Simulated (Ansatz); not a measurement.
`[SiH3][O][GaH]` radical, relaxed with UKS PBE0-D4/def2-TZVP in Ansatz 0.2.0 from a GFN2-xTB geometry. The force threshold is 0.005 eV/Å; the program also tests the step.

Charge 0, multiplicity 2.

Start:

```xyz
7

Si   -0.749    0.356    0.803
O     0.378   -0.354   -0.139
Ga    1.628   -1.225   -1.066
H    -0.046    1.127    1.832
H    -1.565   -0.704    1.404
H    -1.542    1.214   -0.079
H     1.896   -0.414   -2.754
```

(1) By how much does the energy fall, and how many steps does the optimiser take? (Best estimate.)

(2) Which bonds change most? (Estimate.)

(3) Give the relaxed structure. (Estimate.)

## Answers

(1) Ansatz gave: 34.36 kJ/mol, in 22 steps, 4 of them rejected.

(2) Ansatz gave: Ga3–H7 from 1.892 to 1.605 Å; Si1–H5 from 1.467 to 1.491 Å; Si1–H6 from 1.464 to 1.488 Å; Si1–H4 from 1.465 to 1.488 Å.

(3) Computed: 
```xyz
7

Si   -0.699    0.397    0.754
O     0.396    0.086   -0.415
Ga    1.195   -1.247   -1.308
H    -0.058    1.158    1.860
H    -1.270   -0.860    1.317
H    -1.815    1.210    0.199
H     2.251   -0.744   -2.407
```
